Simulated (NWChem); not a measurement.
System: CdH$_{2}$SO; SMILES [OH][Cd][SH]

NWChem printed, in part:

```
             Northwest Computational Chemistry Package (NWChem) 7.3.0
             --------------------------------------------------------

                             Geometry "geometry" -> ""
                             -------------------------

 Output coordinates in angstroms (scale by  1.889725989 to convert to a.u.)

  No.       Tag          Charge          X              Y              Z
 ---- ---------------- ---------- -------------- -------------- --------------
    1 Cd                  48.0000    -0.45135300     0.14586500     0.02069900
    2 O                    8.0000    -0.75070100     2.06204300     0.35232900
    3 H                    1.0000    -0.37954600     2.60538500    -0.35234200
    4 S                   16.0000    -0.19052300    -2.14616200    -0.31856400
    5 H                    1.0000     1.00970300    -2.18975300     0.30309900

 Effective nuclear repulsion energy (a.u.)     326.1734855751

                                 NWChem DFT Module
                                 -----------------

 Summary of "ao basis" -> "ao basis" (spherical)
 ------------------------------------------------------------------------------
       Tag                 Description            Shells   Functions and Types
 ---------------- ------------------------------  ------  ---------------------
 Cd                        def2-svpd                12       34   5s4p2d1f
 O                         def2-svpd                 9       23   4s3p2d
 H                         def2-svpd                 4        8   2s2p
 S                         def2-svpd                11       27   5s4p2d

            General Information
            -------------------
          SCF calculation type: DFT
          Wavefunction type:  closed shell.
          No. of atoms     :     5
          No. of electrons :    46
           Alpha electrons :    23
            Beta electrons :    23
          Charge           :     0
          Spin multiplicity:     1
          Use of symmetry is: off; symmetry adaption is: off
          Maximum number of iterations: 150
          AO basis - number of functions:   100
                     number of shells:    40
          Convergence on energy requested:  1.00D-06
          Convergence on density requested:  1.00D-05
          Convergence on gradient requested:  5.00D-04

              XC Information
              --------------
          PerdewBurkeErnzerhof Exchange Functional  1.000
            Perdew 1991 LDA Correlation Functional  1.000 local
           PerdewBurkeErnz. Correlation Functional  1.000 non-local

             Grid Information
             ----------------
          Grid used for XC integration:  medium
          Radial quadrature: Mura-Knowles
          Angular quadrature: Lebedev.
          Tag              B.-S. Rad. Rad. Pts. Rad. Cut. Ang. Pts.
          ---              ---------- --------- --------- ---------
          Cd                  1.55      123          11.0       590
          O                   0.60       49          14.0       434
          H                   0.35       45          14.0       434
          S                   1.00       88          13.0       590
          Grid pruning is: on
          Number of quadrature shells:   350
          Spatial weights used:  Erf1

      Superposition of Atomic Density Guess
      -------------------------------------

 Sum of atomic energies:        -665.01795404

      Non-variational initial energy
      ------------------------------

 Total energy =    -640.300025
 1-e energy   =   -1255.213447
 2-e energy   =     461.964746
 HOMO         =      -0.322940
 LUMO         =      -0.069252

   convergence    iter        energy       DeltaE   RMS-Dens  Diis-err
 ---------------- ----- ----------------- --------- --------- ---------
 d= 0,ls=0.0,diis     1   -641.8446693233 -7.95D+02  3.27D-02  9.06D-01
 d= 0,ls=0.0,diis     2   -640.1101835126  1.73D+00  2.46D-02  1.41D+01
 d= 0,ls=0.0,diis     3   -641.9408939886 -1.83D+00  6.83D-03  1.13D-01
 d= 0,ls=0.0,diis     4   -641.9418318894 -9.38D-04  3.55D-03  1.18D-01
 d= 0,ls=0.0,diis     5   -641.9620479694 -2.02D-02  5.46D-04  3.26D-03
  Resetting Diis
 d= 0,ls=0.0,diis     6   -641.9623719753 -3.24D-04  1.72D-04  3.29D-04
 d= 0,ls=0.0,diis     7   -641.9624109158 -3.89D-05  9.15D-05  1.51D-05
 d= 0,ls=0.0,diis     8   -641.9624056564  5.26D-06  6.28D-05  5.92D-05
 d= 0,ls=0.0,diis     9   -641.9624123057 -6.65D-06  1.70D-05  6.25D-06
 d= 0,ls=0.0,diis    10   -641.9624129468 -6.41D-07  3.30D-06  2.47D-07

         Total DFT energy =     -641.962412946795
      One electron energy =    -1256.192962464773
           Coulomb energy =      511.433070937750
    Exchange-Corr. energy =      -50.151197114066
 Nuclear repulsion energy =      152.948675694294

 Numeric. integr. density =       45.999990628964

                       DFT Final Molecular Orbital Analysis
                       ------------------------------------

 Vector   21  Occ=2.000000D+00  E=-2.720475D-01
              MO Center= -5.5D-01,  5.9D-01,  1.2D-01, r^2= 5.3D+00
   Bfn.  Coefficient  Atom+Function         Bfn.  Coefficient  Atom+Function
  ----- ------------  ---------------      ----- ------------  ---------------
    40      0.349398  2 O  py                78      0.324521  4 S  py
    41      0.296283  2 O  pz                43      0.251364  2 O  py
    75      0.242710  4 S  py                44      0.196327  2 O  pz
    39     -0.161581  2 O  px                 7      0.157087  1 Cd py
    10     -0.148917  1 Cd py                72      0.139173  4 S  py

 Vector   22  Occ=2.000000D+00  E=-2.461838D-01
              MO Center= -7.2D-01,  1.9D+00,  3.0D-01, r^2= 1.1D+00
   Bfn.  Coefficient  Atom+Function         Bfn.  Coefficient  Atom+Function
  ----- ------------  ---------------      ----- ------------  ---------------
    39      0.530989  2 O  px                42      0.365031  2 O  px
    41      0.295813  2 O  pz                44      0.203247  2 O  pz
    18     -0.146362  1 Cd d -2              45      0.113081  2 O  px
    19     -0.082861  1 Cd d -1              47      0.062371  2 O  pz
     6     -0.057236  1 Cd px                 9      0.056818  1 Cd px

 Vector   23  Occ=2.000000D+00  E=-2.298826D-01
              MO Center= -1.7D-01, -2.0D+00, -2.6D-01, r^2= 2.0D+00
   Bfn.  Coefficient  Atom+Function         Bfn.  Coefficient  Atom+Function
  ----- ------------  ---------------      ----- ------------  ---------------
    79      0.502298  4 S  pz                76      0.384417  4 S  pz
    77     -0.264144  4 S  px                73      0.217067  4 S  pz
    74     -0.202631  4 S  px                19      0.121346  1 Cd d -1
    78     -0.120186  4 S  py                71     -0.114401  4 S  px
    75     -0.090116  4 S  py                82      0.089983  4 S  pz

 Vector   24  Occ=0.000000D+00  E=-8.877550D-02
              MO Center= -2.9D-01,  1.9D-02, -6.8D-02, r^2= 5.9D+00
   Bfn.  Coefficient  Atom+Function         Bfn.  Coefficient  Atom+Function
  ----- ------------  ---------------      ----- ------------  ---------------
     5      0.904647  1 Cd s                 38     -0.553467  2 O  s
     4      0.529043  1 Cd s                 13      0.391077  1 Cd py
    78     -0.350037  4 S  py                70      0.290674  4 S  s
     2     -0.273320  1 Cd s                 46      0.255521  2 O  py
    22     -0.238061  1 Cd d  2              75     -0.234686  4 S  py

 Vector   25  Occ=0.000000D+00  E=-4.187440D-02
              MO Center= -5.3D-01, -1.3D-01, -8.9D-02, r^2= 5.2D+00
   Bfn.  Coefficient  Atom+Function         Bfn.  Coefficient  Atom+Function
  ----- ------------  ---------------      ----- ------------  ---------------
    12      0.653131  1 Cd px                14      0.341382  1 Cd pz
     9      0.252130  1 Cd px                 6     -0.220436  1 Cd px
    94     -0.204962  5 H  s                 93     -0.167102  5 H  s
    69      0.152616  4 S  s                 39     -0.148212  2 O  px
    11      0.134099  1 Cd pz                 8     -0.117100  1 Cd pz

 Vector   26  Occ=0.000000D+00  E=-3.480682D-02
              MO Center= -4.6D-01,  1.7D-03,  7.1D-02, r^2= 5.4D+00
   Bfn.  Coefficient  Atom+Function         Bfn.  Coefficient  Atom+Function
  ----- ------------  ---------------      ----- ------------  ---------------
    14      0.699880  1 Cd pz                12     -0.355704  1 Cd px
    11      0.256618  1 Cd pz                 8     -0.217492  1 Cd pz
    79     -0.214275  4 S  pz                38     -0.207096  2 O  s
    13     -0.203626  1 Cd py                59      0.156859  3 H  s
    76     -0.135320  4 S  pz                 9     -0.132147  1 Cd px

     Multipole analysis of the density
     ---------------------------------

     L   x y z        total         alpha         beta         nuclear
     -   - - -        -----         -----         ----         -------
     0   0 0 0     -0.000000    -23.000000    -23.000000     46.000000

     1   1 0 0      0.447925     16.712653     16.712653    -32.977380
     1   0 1 0      0.074066     13.746349     13.746349    -27.418632
     1   0 0 1     -0.273856      1.671214      1.671214     -3.616284

[...]

 DFT Linear Response polarizability / au
 Frequency  =       0.0000000 / au
              X              Y              Z
 -----------------------------------------------
 X      48.3708324     -5.8561373     -1.2793548
 Y      -5.8561507     87.3474267      4.8511519
 Z      -1.2793512      4.8510815     48.8839509
 -----------------------------------------------
 Eigenvalues =      47.2147083     88.8306458     48.5568559
 Isotropic   =      61.5340700
 Anisotropic =      40.9613584
 -----------------------------------------------

 Magnetic Dipole Response Matrix (nonzero elements):

 Exiting AOResponse driver routine
```

Level: PBE/def2-SVPD with def2 effective core potentials on Cd. All runs use the structure optimised with PBE0/def2-SVP. Not confirmed as a minimum by frequencies. def2 effective core potentials on Cd; no spin-orbit coupling.

**Question.** Reconstruct the input file.

**Answer.** One answer among several that fit: the input that was run:
```
start job
memory heap 200 mb stack 900 mb global 1100 mb
geometry units angstroms noautosym nocenter noautoz
  Cd    -0.451353     0.145865     0.020699
  O     -0.750701     2.062043     0.352329
  H     -0.379546     2.605385    -0.352342
  S     -0.190523    -2.146162    -0.318564
  H      1.009703    -2.189753     0.303099
end
basis spherical
  * library def2-svpd
end
ecp
  Cd library def2-ecp
end
dft
  xc xpbe96 cpbe96
  iterations 150
end
property
  response 1 0.0
end
task dft property
```
